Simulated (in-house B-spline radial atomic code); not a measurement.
Ionising Ag IX (Ag8+) with different functionals

Computed with a radial B-spline atomic code at the basis-set limit: non-relativistic Hamiltonian, point nucleus, spin-polarised at highest spin, spherical fractional occupations for the functionals, and exact exchange of hybrids averaged over the configuration. The ionisation energy is the difference of two self-consistent energies, [Kr] 4d3 → [Kr] 4d2, without Breit or QED terms; ε is the level of the shell that loses the electron (its least bound occupied spin orbital). There is no spin-orbit coupling in this Hamiltonian.

```tsv
method	rung	ΔSCF (eV)	-ε(4d) (eV)
PBE0	global hybrid	147.79	140.31
B3LYP	global hybrid	147.72	139.66
TPSSh	global hybrid	?	?
M06-2X	global hybrid	147.48	143.09
BHandHLYP	global hybrid	147.59	142.85
r2SCAN0	global hybrid	147.93	140.56
B97-1	global hybrid	?	?
HSE06	range-separated hybrid	147.74	139.85
wB97X	range-separated hybrid	147.46	142.56
CAM-B3LYP	range-separated hybrid	147.67	141.64
LC-wPBE	range-separated hybrid	147.78	142.98
```

**Question.** What does B97-1 give?

**Answer.** ΔSCF 147.60 eV, and -ε(4d) = 139.64 eV.

**Question.** What does TPSSh give?

**Answer.** ΔSCF 147.71 eV, and -ε(4d) = 138.60 eV.

**Question.** Among the functionals, which spreads more, the ΔSCF values or the orbital energies?

**Answer.** The orbital energies: ΔSCF values span about 0.46 eV and the orbital energies 4.50 eV; here energy differences depend much less on the functional than eigenvalues do.

**Question.** How do they compare with the NIST value?

**Answer.** NIST lists 145 eV ± 2.2 (tabulated theory, ground level to ground level). Errors run from +2.36 to +2.83 eV; all lie within about twice that uncertainty, so the table can't rank the methods.
